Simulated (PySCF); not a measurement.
FH₅SSi₂, SMILES F[SiH2]S[SiH3].

Geometry optimised at ωB97X-D3(BJ)/def2-SVP. This is a generated structure with no PubChem entry under its InChIKey; it may be hypothetical. The values are those of a single conformer.

The numbers are results of PBE/def2-TZVP (PySCF), not measurements.

Gas-phase values at a fixed geometry.

Computed frontier levels, gap, dipole moment and polarisability:
```yaml
highest_occupied_level: -6.63 eV
lowest_empty_level: -1.24 eV
orbital_gap: 5.39 eV
dipole_moment: 0.81 D
quadrupole, principal values (traceless, Buckingham form, about the centre of nuclear charge): -5.44, -0.68, 6.12 D·Å
mean_static_polarisability: 72.3 bohr³ (10.71 Å³)
polarisability_principal_values: 58.9, 68.1, 89.9 bohr³
```
